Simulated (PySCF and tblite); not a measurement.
Values are calculated unless marked as measured or tabulated.
System: C6H10O2, numbered as in [CH2:1]=[CH:2][C@@H:3]([CH2:4][CH3:5])[C:6](=[O:7])[OH:8].

Geometries: PBE0-D3(BJ)/def2-SVP; energies: PBE0/pcSseg-1 + D3(BJ); zero-point and thermal terms from GFN2-xTB harmonic modes (soft modes blended into free rotors). Rate constants are transition-state-theory values, counting equivalent paths, without tunnelling. Run with tblite and PySCF.

Tunnelling of the moving H, left out here, will speed the real process. In real samples such hydrogens mostly exchange between molecules or through solvent, far faster than by this path.

**Question.** What barrier does the shift of H on O8 from O8 to O7 meet, and how fast is it at 298 K?

**Answer.** The electronic barrier is 32.5 kcal/mol and ΔG‡(298 K) 29.3 kcal/mol, over a C1 saddle with an imaginary mode of 1770i cm⁻¹ (GFN2-xTB). With 1 equivalent path, k is 2×10⁻⁹ s⁻¹. The end lies 0.4 kcal/mol above the start in free energy.
